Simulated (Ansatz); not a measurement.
`[F][Au]` + H₂O → `[OH][Au]` + H–F at 298.15 K and 1 bar (formal hydrolysis of the Au–F bond).

Calculated with Ansatz (gas phase, PBE0-D4/def2-TZVP geometries, no zero-point term in ΔE). CCSD(T)/CBS is the MP2 limit (def2-TZVPP, def2-QZVPP) plus CCSD(T) − MP2 in def2-TZVPP, frozen cores. This one scheme is used for every species. def2 core potentials past Kr. For Au outer-core shells are correlated without core-valence functions, which leaves a few kJ/mol of doubt a bond.

```json
{"species": "`[F][Au]`", "CCSD(T)/CBS energy (Eh)": "-235.26934", "H − E (kJ/mol)": "12.4", "S (J/(mol·K))": "242.1"}
{"species": "H₂O", "CCSD(T)/CBS energy (Eh)": "-76.37941", "H − E (kJ/mol)": "66.4", "S (J/(mol·K))": "188.7"}
{"species": "`[OH][Au]`", "CCSD(T)/CBS energy (Eh)": "-211.25768", "H − E (kJ/mol)": "42.5", "S (J/(mol·K))": "260.2"}
{"species": "H–F", "CCSD(T)/CBS energy (Eh)": "-100.39570", "H − E (kJ/mol)": "33.5", "S (J/(mol·K))": "173.6"}
```

H − E and S are ideal-gas, rigid-rotor, harmonic terms from PBE0-D4/def2-TZVP. 1 Eh = 2625.50 kJ/mol, R = 8.31446 J/(mol·K).

Task: By hand: ΔE, ΔH, ΔS and ΔG.

Result: ΔE = (-211.25768) + (-100.39570) − (-235.26934) − (-76.37941) = -0.00463 Eh = -12.2 kJ/mol. Δ(H − E) = 42.5 + 33.5 − 12.4 − 66.4 = -2.8, so ΔH = -15.0 kJ/mol. ΔS = 260.2 + 173.6 − 242.1 − 188.7 = 3.0 J/(mol·K). ΔG = -15.0 − 298.15 × (3.0)/1000 = -15.9 kJ/mol.

Task: By hand: the equilibrium constant, and the temperature at which ΔG would vanish if ΔH and ΔS stayed fixed.

Result: log₁₀ K = −ΔG/(RT ln 10) = 2.8. ΔH and −TΔS have one sign here, so there is no such temperature.

The number of gas molecules stays the same, so ΔS is small and ΔH decides. A doubt of 5 kJ/mol in ΔE shifts log₁₀ K by 0.9 here. These are equilibria of isolated gas molecules and say nothing of rates. Largest T1 diagnostic: 0.030 (customary marks: 0.02 for closed shells, 0.045 for open ones).

ΔS is within the doubt of such terms, so its sign, and with it that verdict, could turn.
